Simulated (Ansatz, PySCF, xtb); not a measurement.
Dissociation curve of C₃H₆AuN, SMILES C[N+]#[C-]->[Au][CH3]. The C3–Au7 bond (C3 also carries N; Au7 carries C) is varied alone, starting from the PBE0/def2-SVP, def2 effective core potentials past Kr optimised geometry.

Methods: GFN1-xTB (xtb); UKS-PBE = unrestricted PBE/def2-SVP, def2 effective core potentials past Kr (Ansatz, a program for electronic structure); UKS-B3LYP/LANL2DZ = unrestricted B3LYP/LANL2DZ, with its core potentials past Ne (PySCF 2.14.0).

Energies are in kcal/mol, each relative to the lowest point of its own curve near equilibrium.

| R / Å | GFN1-xTB | UKS-PBE | UKS-B3LYP/LANL2DZ |
|---|---|---|---|
| 1.65 | 34.4 | 36.1 | 43.8 |
| 1.76 | 9.7 | 12.9 | 17.2 |
| 1.89 | 0.7 | 1.8 | 3.3 |
| 1.92 | 0.2 | 0.8 | 1.8 |
| 1.99 | 0.0 | 0.0 | 0.0 |
| 2.07 | 0.9 | 0.9 | 0.0 |
| 2.12 | 1.8 | 2.1 | 0.7 |
| 2.24 | 4.2 | 6.0 | 3.6 |
| 2.43 | 8.1 | 13.1 | 9.4 |
| 2.63 | 11.9 | 19.8 | 15.0 |
| 2.89 | 16.6 | 26.5 | 20.8 |
| 3.23 | 21.6 | 32.3 | 25.9 |
| 3.69 | 25.8 | 36.7 | 30.0 |
| 4.20 | 27.6 | 39.0 | 32.4 |
| 4.90 | 28.2 | 40.5 | 33.9 |
| 5.75 | 28.4 | 41.4 | 34.7 |

At the longest distance, 5.75 Å, UKS-PBE lies highest above its minimum (41.4 kcal/mol) and GFN1-xTB lowest (28.4 kcal/mol).
